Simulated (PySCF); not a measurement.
PySCF input (CCSD(T)/cc-pVDZ):

```python
from pyscf import gto, scf, mp, cc as ccmod

mol = gto.M(
    atom='''
    B    -0.00000000   -0.00000000   -1.23654521
    Cl    0.00000000    0.00000000    0.36368977
    ''',
    basis='cc-pvdz',
    charge=1,
    spin=1,
    symmetry='C2v',
    verbose=4,
)

mf = scf.UHF(mol)
mf.conv_tol = 1e-10
mf.max_cycle = 100
mf.kernel()
mp2 = mp.MP2(mf, frozen=6).run()
cc = ccmod.CCSD(mf, frozen=6)
cc.max_cycle = 100
cc.kernel()
et = cc.ccsd_t()
print(f'E(CCSD(T)) = {cc.e_tot + et:.9f}')
```

Output:

```
PySCF version 2.14.0

[INPUT] verbose = 4
[INPUT] num. atoms = 2
[INPUT] num. electrons = 21
[INPUT] charge = 1
[INPUT] spin (= nelec alpha-beta = 2S) = 1
[INPUT] symmetry C2v subgroup None
[INPUT] Mole.unit = angstrom
[INPUT] Symbol           X                Y                Z      unit          X                Y                Z       unit  Magmom
[INPUT]  1 B      0.000000000000   0.000000000000  -1.236545210000 AA    0.000000000000   0.000000000000  -2.336731787543 Bohr   0.0
[INPUT]  2 Cl     0.000000000000   0.000000000000   0.363689770000 AA    0.000000000000   0.000000000000   0.687274059606 Bohr   0.0

nuclear repulsion = 28.1084112585765
point group symmetry = Coov, use subgroup C2v
symmetry origin: [0.00000000e+00 0.00000000e+00 3.43586565e-09]
symmetry axis x: [1. 0. 0.]
symmetry axis y: [0. 1. 0.]
symmetry axis z: [0. 0. 1.]
num. orbitals of irrep A1 = 16
num. orbitals of irrep A2 = 2
num. orbitals of irrep B1 = 7
num. orbitals of irrep B2 = 7
number of shells = 10
number of NR pGTOs = 67
number of NR cGTOs = 32
basis = cc-pvdz
ecp = {}

******** <class 'pyscf.scf.uhf_symm.SymAdaptedUHF'> ********
method = SymAdaptedUHF
initial guess = minao
damping factor = 0
level_shift factor = 0
DIIS = <class 'pyscf.scf.diis.CDIIS'>
diis_start_cycle = 1
diis_space = 8
diis_damp = 0
SCF conv_tol = 1e-10
SCF conv_tol_grad = None
SCF max_cycles = 100
direct_scf = True
direct_scf_tol = 1e-13
number electrons alpha = 11  beta = 10
Freeze 0 electrons in irreps []
    21 free electrons in irreps A1 A2 B1 B2
Set gradient conv threshold to 1e-05
init E= -484.392453040026
alpha HOMO (A1) = -0.232266600652361  LUMO (B1) = 0.0475283161708395
beta  HOMO (B2) = -0.497155938852971  LUMO (A1) = -0.232266600652361

WARN: HOMO -0.232266600652361 >= LUMO -0.232266600652361

WARN: alpha-A1 HOMO -0.232266600652361 > system LUMO -0.232266600652361

WARN: beta-A1 LUMO -0.232266600652361 < system HOMO -0.232266600652361

cycle= 1 E= -483.71308197324  delta_E= 0.679  |g|= 0.298  |ddm|= 0.961
alpha HOMO (A1) = -0.831382205266126  LUMO (B1) = -0.309186068277376
beta  HOMO (B2) = -0.827154950472267  LUMO (A1) = -0.396895571160788
  HOMO = -0.827154950472  LUMO = -0.396895571161  gap/eV = 11.70795
cycle= 2 E= -483.794387749333  delta_E= -0.0813  |g|= 0.128  |ddm|= 0.568
alpha HOMO (A1) = -0.783620240388867  LUMO (B2) = -0.236450550303771
beta  HOMO (B2) = -0.822074101508334  LUMO (A1) = -0.300138581338633
  HOMO = -0.783620240389  LUMO = -0.300138581339  gap/eV = 13.15621
cycle= 3 E= -483.807659183878  delta_E= -0.0133  |g|= 0.0453  |ddm|= 0.13
alpha HOMO (A1) = -0.796107659626474  LUMO (B2) = -0.227623814432668
beta  HOMO (B1) = -0.80376195497598  LUMO (A1) = -0.278964721369573
  HOMO = -0.796107659626  LUMO = -0.27896472137  gap/eV = 14.07218
cycle= 4 E= -483.810760314849  delta_E= -0.0031  |g|= 0.0181  |ddm|= 0.0825
alpha HOMO (A1) = -0.802540290038096  LUMO (B1) = -0.228999150801865
beta  HOMO (B2) = -0.809507359161738  LUMO (A1) = -0.273695696068629
  HOMO = -0.802540290038  LUMO = -0.273695696069  gap/eV = 14.39059
cycle= 5 E= -483.811442137716  delta_E= -0.000682  |g|= 0.00734  |ddm|= 0.0398
alpha HOMO (A1) = -0.803249425323837  LUMO (B2) = -0.230245273113439
beta  HOMO (B2) = -0.809169254264801  LUMO (A1) = -0.274236406840563
  HOMO = -0.803249425324  LUMO = -0.274236406841  gap/eV = 14.39518
cycle= 6 E= -483.811570478124  delta_E= -0.000128  |g|= 0.00369  |ddm|= 0.0155
alpha HOMO (A1) = -0.803065351689065  LUMO (B1) = -0.230771706331233
beta  HOMO (B2) = -0.810023750009669  LUMO (A1) = -0.273599439355239
  HOMO = -0.803065351689  LUMO = -0.273599439355  gap/eV = 14.40750
cycle= 7 E= -483.811617498042  delta_E= -4.7e-05  |g|= 0.00126  |ddm|= 0.0122
alpha HOMO (A1) = -0.802849760052518  LUMO (B2) = -0.230969966922177
beta  HOMO (B1) = -0.810499424663362  LUMO (A1) = -0.273337172664361
  HOMO = -0.802849760053  LUMO = -0.273337172664  gap/eV = 14.40877
cycle= 8 E= -483.811624151368  delta_E= -6.65e-06  |g|= 0.000519  |ddm|= 0.00451
alpha HOMO (A1) = -0.802916867894889  LUMO (B2) = -0.231031948267501
beta  HOMO (B1) = -0.810790707956656  LUMO (A1) = -0.273238333910278
  HOMO = -0.802916867895  LUMO = -0.27323833391  gap/eV = 14.41329
cycle= 9 E= -483.811625299008  delta_E= -1.15e-06  |g|= 0.00012  |ddm|= 0.00223
alpha HOMO (A1) = -0.802898921960485  LUMO (B2) = -0.231044260272848
beta  HOMO (B1) = -0.810815726523143  LUMO (A1) = -0.273229188915894
  HOMO = -0.80289892196  LUMO = -0.273229188916  gap/eV = 14.41305
cycle= 10 E= -483.811625335897  delta_E= -3.69e-08  |g|= 2.81e-05  |ddm|= 0.000378
alpha HOMO (A1) = -0.802897964956836  LUMO (B1) = -0.23104757965383
beta  HOMO (B2) = -0.810817921965381  LUMO (A1) = -0.273230523548899
  HOMO = -0.802897964957  LUMO = -0.273230523549  gap/eV = 14.41299
cycle= 11 E= -483.811625337241  delta_E= -1.34e-09  |g|= 3.78e-06  |ddm|= 7.24e-05
alpha HOMO (A1) = -0.802897472216133  LUMO (B2) = -0.231047707999315
beta  HOMO (B1) = -0.810818243579247  LUMO (A1) = -0.273229727110581
  HOMO = -0.802897472216  LUMO = -0.273229727111  gap/eV = 14.41299
cycle= 12 E= -483.811625337263  delta_E= -2.26e-11  |g|= 1.07e-06  |ddm|= 6.87e-06
alpha HOMO (A1) = -0.80289728647429  LUMO (B2) = -0.231047690619651
beta  HOMO (B1) = -0.810818331408452  LUMO (A1) = -0.273229660985287
  HOMO = -0.802897286474  LUMO = -0.273229660985  gap/eV = 14.41299
Extra cycle  E= -483.811625337265  delta_E= -1.71e-12  |g|= 4.94e-07  |ddm|= 1.34e-06
converged SCF energy = -483.811625337265  <S^2> = 0.76062717  2S+1 = 2.0105991

******** <class 'pyscf.mp.ump2.UMP2'> ********
nocc = (np.int64(5), np.int64(4)), nmo = (26, 26)
frozen orbitals 6
E(UMP2) = -483.984478716372  E_corr = -0.172853379106541
E(SCS-UMP2) = -483.977913440928  E_corr = -0.166288103662534
E_corr(same-spin) = -0.0474645591522863
E_corr(oppo-spin) = -0.125388819954254

******** <class 'pyscf.cc.uccsd.UCCSD'> ********
CC2 = 0
CCSD nocc = (np.int64(5), np.int64(4)), nmo = (26, 26)
frozen orbitals 6
max_cycle = 100
direct = 0
conv_tol = 1e-07
conv_tol_normt = 1e-06
diis_space = 6
diis_start_cycle = 0
diis_start_energy_diff = 1e+09
Init t2, MP2 energy = -0.172853386304875
Init E_corr(UCCSD) = -0.172853386305117
cycle = 1  E_corr(UCCSD) = -0.182364393356172  dE = -0.00951100705  norm(t1,t2) = 0.0703254
cycle = 2  E_corr(UCCSD) = -0.187498009848375  dE = -0.00513361649  norm(t1,t2) = 0.0244112
cycle = 3  E_corr(UCCSD) = -0.188343839796383  dE = -0.000845829948  norm(t1,t2) = 0.0164538
cycle = 4  E_corr(UCCSD) = -0.189978677216114  dE = -0.00163483742  norm(t1,t2) = 0.00818719
cycle = 5  E_corr(UCCSD) = -0.189838675465757  dE = 0.00014000175  norm(t1,t2) = 0.00236934
cycle = 6  E_corr(UCCSD) = -0.189888519413748  dE = -4.9843948e-05  norm(t1,t2) = 0.00093104
cycle = 7  E_corr(UCCSD) = -0.189913473309918  dE = -2.49538962e-05  norm(t1,t2) = 0.000403256
cycle = 8  E_corr(UCCSD) = -0.189911632279314  dE = 1.8410306e-06  norm(t1,t2) = 0.000125844
cycle = 9  E_corr(UCCSD) = -0.189908277513015  dE = 3.3547663e-06  norm(t1,t2) = 5.68305e-05
cycle = 10  E_corr(UCCSD) = -0.189908499278821  dE = -2.21765806e-07  norm(t1,t2) = 1.79301e-05
cycle = 11  E_corr(UCCSD) = -0.189908617412795  dE = -1.18133974e-07  norm(t1,t2) = 5.42469e-06
cycle = 12  E_corr(UCCSD) = -0.189908474267443  dE = 1.43145352e-07  norm(t1,t2) = 2.18748e-06
cycle = 13  E_corr(UCCSD) = -0.189908438080683  dE = 3.61867598e-08  norm(t1,t2) = 9.74034e-07
UCCSD converged
E(UCCSD) = -484.0015337753457  E_corr = -0.1899084380806834
UCCSD(T) correction = -0.00732635321507133
E(CCSD(T)) = -484.008860129
```
